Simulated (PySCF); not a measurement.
Structure elucidation problem

Molecular formula: C10H12O. Simulated spectra:

1H NMR (300 MHz, computed): δ 8.47 (d, 2H), 7.83 (m, 1H), 7.79 (m, 2H), 3.40 (sept, 1H), 1.29 (d, 6H).

13C{1H} NMR (computed): δ 208.0 (C), 139.0 (C), 138.9 (CH), 135.6 (CH, 2C), 134.0 (CH, 2C), 39.1 (CH), 21.6 (CH3, 2C).

PySCF calculation with NMR shieldings at PBE0/pcSseg-1/GIAO and coordinates at the GFN2-xTB level; no solvent, single conformer, non-relativistic Hamiltonian, rapidly exchanging positions averaged.

Referencing at the same level of theory: TMS for 1H (31.72 ppm) and 13C (186.93 ppm).

**Question.** Propose a structure and justify it.

**Answer.** 
Rings plus π bonds: 5 (1 ring in the answer). 7 carbon signals for 10 carbons: some carbons are equivalent by symmetry or fast rotation. Carbon types of the structure: 2 × C, 6 × CH, 2 × CH3, which accounts for all hydrogens. δC 208.0: ketone carbonyl carbon; low-lying n→π* states of the double bond to the heteroatom give a large paramagnetic term (-270 ppm). δC 139.0: substituted aromatic carbon. δC 138.9, 135.6, 134.0: aromatic CH; the aromatic region. δC 39.1: sp3 CH α to a carbonyl; α to the electron-withdrawing carbonyl group. δC 21.6: methyl carbon; saturated and bonded to C and H only. δH 8.47, 7.83, 7.79: hydrogen on an aromatic CH. δH 3.40: hydrogen on an sp3 CH α to a carbonyl.

The compound is `CC(C)C(=O)c1ccccc1`.

The shifts were computed for this structure.

Shifts are as computed. Against solution values, carbons near 30 ppm lie about +3 ppm off and those near 130 ppm about +5 ppm. Of 1211 compounds with measured shifts, 218 miss one by over three times the rms of a fit or turn the order of signals round; such compounds aren't used in these exercises. No couplings were computed; multiplicities are counted from neighbouring protons, with m where these are inequivalent, close in shift, in a saturated or five-membered ring or joined by F or P, and br s for small geminal =CH2 splittings.
